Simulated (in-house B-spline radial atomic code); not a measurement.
A fraction x of an electron is moved 3d → 4d in the rubidium ion Rb⁺, starting from [Ar] 3d10 4s2 4p6 and keeping the highest spin. Level of theory: non-relativistic BHandHLYP, spin-polarised, spherical fractional occupations, point nucleus; calculated with a radial B-spline atomic code at the basis-set limit.

Caution: exact exchange at fractional occupations of open shells leaves self-interaction of up to several eV.

```json
{"x": "0", "E(x) - E(0) (eV)": "0.0000", "3d down level (eV)": "-123.601", "4d up level (eV)": "-"}
{"x": "0.125", "E(x) - E(0) (eV)": "15.2264", "3d down level (eV)": "-125.605", "4d up level (eV)": "-2.958"}
{"x": "0.25", "E(x) - E(0) (eV)": "30.6601", "3d down level (eV)": "-127.538", "4d up level (eV)": "-3.254"}
{"x": "0.375", "E(x) - E(0) (eV)": "?", "3d down level (eV)": "?", "4d up level (eV)": "?"}
{"x": "0.5", "E(x) - E(0) (eV)": "62.1254", "3d down level (eV)": "-131.227", "4d up level (eV)": "-3.821"}
{"x": "0.625", "E(x) - E(0) (eV)": "78.1448", "3d down level (eV)": "-132.999", "4d up level (eV)": "-4.100"}
{"x": "0.75", "E(x) - E(0) (eV)": "?", "3d down level (eV)": "?", "4d up level (eV)": "?"}
{"x": "0.875", "E(x) - E(0) (eV)": "110.7317", "3d down level (eV)": "-136.427", "4d up level (eV)": "-4.655"}
{"x": "1", "E(x) - E(0) (eV)": "127.2901", "3d down level (eV)": "-138.092", "4d up level (eV)": "-4.933"}
```

What belongs in the row x = 0.375?

An energy change of 46.2952 eV; 3d down at -129.409 eV, 4d up at -3.540 eV.

What belongs in the row x = 0.75?

An energy change of 94.3485 eV; 3d down at -134.730 eV, 4d up at -4.377 eV.

Check Janak's theorem between x = 0.125 and 0.25.

The slope of the energy is 123.47 eV; the orbital levels give 123.47 eV (ε of the receiving orbital less ε of the emptying one, averaged over the two points).
